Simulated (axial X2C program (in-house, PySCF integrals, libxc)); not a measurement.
## Working with the constants of LiCs

A bond curve at the PBE0 level, two-component, was computed with an in-house relativistic program for diatomic molecules (basis Cs dyall-cv3z [15s15p9d4f1g], Li dyall-cv3z [7s8p2d] (cores contracted in-house)) for the state Ω = 0 (closed shell). Its fit gives Re = 3.7345 Å, ωe = 179.4 cm⁻¹, ωexe = 0.824 cm⁻¹ and αe = 1.168e-03 cm⁻¹; the masses are 132.9054 and 7.0160 u. Two-component means X2C with spin–orbit coupling and atomic mean-field Coulomb and Gaunt terms.

(1) Find the reduced mass, Be and the force constant.

(2) A Morse curve ties αe to the other constants (Pekeris). How well does that hold?

(3) Estimate De from a Morse curve and compare with the computed well depth of 0.624 eV to Cs + Li.

(4) Estimate the centrifugal constant by the Kratzer relation.

(5) The dipole moment p changes by 1.25 D/Å at Re. What harmonic infrared intensity follows?

Occupations by symmetry block were frozen at the best pattern of an incomplete PBE0 search. Dissociation energies refer to the lowest single-determinant-based atoms at the same level and basis.

## Answers

(1) From the PBE0 values: μ = 6.6642 u. Be = 16.8576/(μ Re²) = 0.1814 cm⁻¹. k = 5.8918×10⁻⁷ μ ωe² = 0.126 mdyn/Å.

(2) αe(Morse) = 6Be²/ωe × (√(ωexe/Be) − 1) = 1.245e-03 cm⁻¹; the PBE0 curve gives 1.168e-03 cm⁻¹, a ratio of 1.07.

(3) De(Morse) = ωe²/(4ωexe) = 1.211 eV against 0.624 eV computed, a ratio of 1.94. The extrapolation overshoots: the well softens faster than a Morse curve, or the lowest atomic limit lies below the one to which the curve heads.

(4) D = 4Be³/ωe² = 7.42e-07 cm⁻¹.

(5) I = 42.256 × (dp/dR)²/μ = 9.9 km/mol.
